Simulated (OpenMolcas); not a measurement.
## Se VI: effect of the level shift or regulariser

```yaml
Program: OpenMolcas 26.06
Basis: ANO-R1 [5s4p3d1f]
Scalar_Hamiltonian: X2C, finite nucleus
Active_space: 1 electron in 4 orbitals (4s 4p)
State_averaging: 2S+1 = 2 even, 1 root; 2S+1 = 2 odd, 3 roots
Spin-orbit_coupling: state interaction with AMFI integrals over the reference wave functions, term energies averaged over their components
```

Methods on the same reference wave functions:
A. CASSCF
B. SS-CASPT2, IPEA 0.25 Eh, imaginary shift 0.1 Eh (closed shells correlated: 3d)
C. SS-CASPT2, IPEA 0.25 Eh, sigma2 regulariser 0.3 Eh (closed shells correlated: 3d)

Energies in eV above 4s ²S_1/2, the measured ground level; measured values from Moore, Atomic Energy Levels, vol. II, NSRDS-NBS 35 (1971 reprint of NBS Circular 467, 1952).

| Level | A | B | C | Measured |
| --- | --- | --- | --- | --- |
| 4s ²S_1/2 | 0.0000 | 0.0000 | 0.0000 | 0.0000 |
| 4p ²P°_1/2 | 12.8320 | 12.840 | 12.840 | 13.9807 |
| 4p ²P°_3/2 | 13.4304 | 13.438 | 13.438 | 14.6874 |

Deviations, from unrounded energies. A percentage is the sum of absolute deviations over the sum of measured energies, with the sign that they share, or ± where signs differ.

| Against measurement | Levels | A | B | C |
| --- | --- | --- | --- | --- |
| mean absolute deviation (cm-1) | 2 | 9700 | 9600 | 9600 |
| other configurations (%) | 2 | -8.4 | -8.3 | -8.3 |

A, B, C lie about equally close to measurement. The largest miss of B in the table is 4p ²P°_3/2, by -10000 cm-1. The ranking rests on the paired levels alone, and a cruder setting can come out closer through cancelling errors.

Between B and C no level of the table moves by more than 5 cm-1.

The two smallest mean deviations differ by little beside CASPT2's spread within terms, so their order carries little weight.

The lowest spin-free term lies below A's lowest term by 0.323 hartree in B, 0.323 hartree in C.

The basis is small and was not contracted for so high a charge. With one active electron the reference holds no correlation, so core polarisation is missing (holds for A). With one active electron, CASPT2 adds the correlation within the correlated inactive shells and between them and that electron, and leaves the splitting within a term as the reference gives it (holds for B; C). Measured partners are found by configuration, term and J. A level has none where our copy of the source lacks it or the pairing is in doubt (some pairs that miss far off the trend of their configuration count as doubtful), and it then counts in no deviation. Only configurations of the active space appear.

° marks odd parity.
